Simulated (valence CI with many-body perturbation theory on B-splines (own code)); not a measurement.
**Yb L: what each term of the Hamiltonian does**

Calculated by relativistic CI+MBPT: three valence electrons over a frozen Dirac-Fock core [Ar], radial functions for each j: 9 s, 9 p, 10 d, 8 f, 5 g, 3 h, 1 i, with the one-electron correlation potential Σ1, the two-electron term Σ2, the three-electron term Σ3, Breit, model QED; selected CI, second order for the rest (own B-spline code, finite nucleus).

The last digits are not significant, and no measured levels were compared; by estimate large intervals hold to a few tenths of a per cent, small ones and those within an open d or f shell to about a per cent. Only levels of the ground parity were solved; by the run's estimate the other parity begins above the list, which can be wrong where configurations are misplaced.

Each rung adds one term. CI alone is the Dirac-Coulomb CI over the frozen core; QED comes last and gives the full result, which names the levels. Energies are above (3d3/2^3) J=3/2 on the same rung, in cm⁻¹.

Levels are named by their leading jj configuration (3d3/2^4 stands for four electrons in 3d with j = 3/2), which in mixed levels can hold well under half, so a name can repeat and another be missing. Letters in brackets count levels of one name in rising energy.

```
                    Level  CI alone     Σ1     Σ2     Σ3   Breit    QED     Full
(3d3/2^2 3d5/2) J=5/2 [a]    400819  +1816  +3645   +165  -12450  +1245   395241
    (3d3/2^2 3d5/2) J=3/2    449978  +1806   +110  +1156  -10262  +1219   444006
    (3d3/2^2 3d5/2) J=7/2    483886  +1899  +2295     -5  -19311  +1275   470039
    (3d3/2^2 3d5/2) J=9/2    487804  +1857  +3580   -125  -22510  +1243   471850
    (3d3/2^2 3d5/2) J=1/2    493146  +1846  -2039  +1455  -11993  +1234   483649
(3d3/2^2 3d5/2) J=5/2 [b]    666038  +2047  -3935   +442  -12221  +1325   653696
(3d3/2 3d5/2^2) J=7/2 [a]    871978  +3637  +5350   +130  -26005  +2471   857560
    (3d3/2 3d5/2^2) J=9/2    910771  +3699  +5770   +345  -32160  +2504   890928
(3d3/2 3d5/2^2) J=3/2 [a]    944032  +3692   +923   -189  -21006  +2484   929936
    (3d3/2 3d5/2^2) J=1/2    967539  +3715   -832  +1734  -22861  +2494   951789
   (3d3/2 3d5/2^2) J=11/2    988979  +3731  +5544   +361  -37465  +2497   963648
(3d3/2 3d5/2^2) J=5/2 [a]    985248  +3642   -965    -82  -22779  +2432   967496
(3d3/2 3d5/2^2) J=5/2 [b]   1048550  +3802  -1491   -190  -25508  +2526  1027690
(3d3/2 3d5/2^2) J=7/2 [b]   1058760  +3740  -1337   +672  -29157  +2477  1035160
(3d3/2 3d5/2^2) J=3/2 [b]   1197780  +3934  -4823   +649  -20289  +2567  1179820
          (3d5/2^3) J=9/2   1376560  +5531  +6641   -136  -40870  +3741  1351470
          (3d5/2^3) J=3/2   1483970  +5514  -1605   +763  -32915  +3687  1459410
          (3d5/2^3) J=5/2   1559420  +5573  -1448   +115  -31888  +3700  1535470
```

The middle columns are the shifts that each term adds.

Q: How does the ionisation energy move along the ladder, and which term matters most?

A: CI alone 4359.9, + Σ1 4362.6, + Σ2 4368.6, + Σ3 4368.7, + Breit 4364.8, + QED 4365.0 eV. The largest step is Σ2, 6.0 eV. NIST lists 4364 ± 4 eV (theoretical).
